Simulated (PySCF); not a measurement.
## Which determinant of BiCl⁺ lies lowest?

Unrestricted PBE0; basis Bi cc-pVDZ-PP with ECP60, Cl cc-pV(D+d)Z; scalar-relativistic core potentials; PySCF 2.14. Outer shells of the fragments: Bi+ 5d10 6s2 6p2; Cl 3s2 3p5.

Followed along the bond (rough minima from three points):

```csv
2Ms+1,unpaired,⟨S²⟩ at the start,R at minimum (Å),Te (eV)
2,π ↑,0.76,2.37,0.00
4,π ↑↑↑,3.76,none in the scan,≤ 2.38
```

Solutions found at the starting distance of 2.530 Å, counted from the lowest of them; the search is not exhaustive and high or unbound solutions are not listed, so other states can lie among these:

| 2Ms+1 | unpaired | term | E (eV) | ⟨S²⟩ | ⟨Lz²⟩ | μ (D) |
| --- | --- | --- | --- | --- | --- | --- |
| 2 | π ↑ | ²Π | 0.00 | 0.76 | 1.01 | -2.75 |
| 4 | π ↑↑↑ | ⁴Π | 2.43 | 3.76 | 1.01 | 2.11 |
| 2 | σ ↑ | ²Σ⁺ | 2.46 | 0.76 | 0.00 | -2.29 |
| 2 | π ↑↑↓ | mixed | 2.80 | 1.76 | 3.01 | 2.12 |
| 4 | σ ↑, π ↑↑ | ⁴Σ⁻ | 3.14 | 3.76 | 0.00 | 0.50 |
| 2 | σ ↓, π ↑↑ | mixed | 3.38 | 1.76 | 0.00 | 0.53 |

A term symbol is given only where ⟨S²⟩ and ⟨Lz²⟩ are close to those of a pure state; real π, δ and φ orbitals otherwise mix terms. A positive dipole points towards Cl; it is taken about the centre of mass and depends on that origin.

Spin–orbit coupling is left out, which matters for elements this heavy, above all for dissociation energies. Counting both spins, an empty level lies below a filled one in some of these solutions, because spin and occupation are held.
